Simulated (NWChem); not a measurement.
Total energies of bromine (Br2)

```
Br
Br 1 2.2983
```
Charge 0, spin multiplicity 1.

All runs are NWChem calculations. All single points use one geometry, from PBE0/def2-SVP, a minimum by its harmonic frequencies.

Basis set: def2-QZVP (150 functions).

```tsv
method	total energy (Ha)	relative cost
RHF	-5144.92051	1
MP2	-5145.62051	4
B2PLYP	-5147.68387	9
PBE	-5147.64451	under 3
B3LYP	-5148.46820	under 3
M06-2X	-5148.49601	under 3
```

Total energies of different functionals aren't comparable as a measure of quality: only differences taken within one method are. Relative cost: rough, from shared machines, SCF included, RHF = 1.

The Hamiltonian is non-relativistic. The correlated methods keep 18 core orbitals frozen. B3LYP has NWChem's definition, with VWN1-RPA local correlation.
